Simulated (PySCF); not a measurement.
B3LYP has the VWN-RPA correlation part, as in Gaussian. 

**C2H2O, SMILES `C1=CO1` (charge 0, multiplicity 1)**

These are B3LYP-D3(BJ)/def2-TZVP (PySCF) values and carry that method's errors.

```yaml
HOMO: -5.67 eV
dipole_moment: 2.45 D
HOMO–LUMO gap: 5.00 eV
LUMO: -0.67 eV
total_energy: -152.5416 Ha
cost: about 10 core-seconds (a rough figure)
```

Bond lengths (Å): C1–C2 1.260, C1–O3 1.497, C1–H4 1.070, C2–O3 1.497, C2–H5 1.070. Bond angles (°): C2–C1–O3 65.1, C2–C1–H4 161.8, O3–C1–H4 133.0, C1–C2–O3 65.1, C1–C2–H5 161.8, O3–C2–H5 133.0, C1–O3–C2 49.7.
Charge 0, spin multiplicity 1.
